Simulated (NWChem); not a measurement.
Species: CH$_{6}$OTi; SMILES C[O][TiH3]

Computed with NWChem. Pople sets run with spherical d functions. Coordinates come from a PBE0/def2-SVP optimisation. Vertical excitations in the gas phase; the lowest state need not have the same character in each row.

For level PBE/6-31G*, TDA:

lowest excitation, singlet (eV): 3.56
orbital gap (eV): 3.59

Question: What are these values for level PBE0/6-31G*, TDA?

Answer: 
| Item | Value |
|---|---|
| lowest excitation, singlet (eV) | 3.68 |
| orbital gap (eV) | 6.22 |
